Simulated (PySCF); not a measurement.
CH9GeNSi.
SMILES with atom numbers: `[CH3:1][GeH2:2][NH:3][SiH3:4]` (hydrogens: H5, H6, H7 on C1; H8, H9 on Ge2; H10 on N3; H11, H12, H13 on Si4)

Computed, not measured: core-valence-separated Tamm–Dancoff BHandHLYP/aug-pcX-1 (pcseg-1 on H, def2-SVPD on Si, def2-SVPD on Ge) in PySCF, non-relativistic, gas phase, PBE0-D3(BJ)/def2-SVP geometry. BHandHLYP without relativity tends to put these K edges a few eV too low, so spacings mean more than positions.

What does the N 1s absorption edge look like?

```tsv
E (eV)	f	core hole on	main final orbital
398.73	0.0036	N3	LUMO (67 %)
399.82	0.0272	N3	LUMO+2 (30 %)
400.29	0.0305	N3	spread
400.47	0.0209	N3	spread
400.84	0.0090	N3	spread
400.88	0.0001	N3	LUMO+7 (61 %)
401.25	0.0021	N3	LUMO+3 (38 %)
```

The first line with a tenth or more of the strongest one's intensity is at 398.73 eV (f = 0.004), with the hole on N3 (silicon-bound nitrogen). The strongest listed is at 400.29 eV (f = 0.030; N3).

List the carbon K-edge absorption lines.

```csv
E (eV),f,core hole on,main final orbital
285.27,0.0012,C1,LUMO+1 (52 %)
285.93,0.0240,C1,spread
286.00,0.0294,C1,spread
286.15,0.0336,C1,LUMO+4 (46 %)
286.43,0.0181,C1,spread
286.98,0.0074,C1,LUMO+5 (36 %)
287.32,0.0004,C1,LUMO+7 (59 %)
```

The first line with a tenth or more of the strongest one's intensity is at 285.93 eV (f = 0.024), with the hole on C1 (sp3 carbon bound to germanium). The strongest listed is at 286.15 eV (f = 0.034; C1).

Roots within 0.03 eV whose holes lie on the same, on equivalent or on shared atoms are summed into one line, and the highest roots are left out, as the search may have cut off their partners. Final orbitals are the ground state's empty Kohn–Sham orbitals.

What are the wavelength and the wavenumber of the 400.29 eV line?

λ = 12398.42 eV Å/400.29 eV = 30.974 Å; 3.2286 × 10⁶ cm⁻¹.

The ionisation thresholds weren't computed; near and above them a finite basis only mimics Rydberg series and continuum. Relativistic effects, spin–orbit coupling among them, are left out although an element past zinc is present.

Conformer computed: `[CH3:1][GeH2:2][NH:3][SiH3:4]`: C1–Ge2–N3–Si4 54°.

One conformer stands for the species.
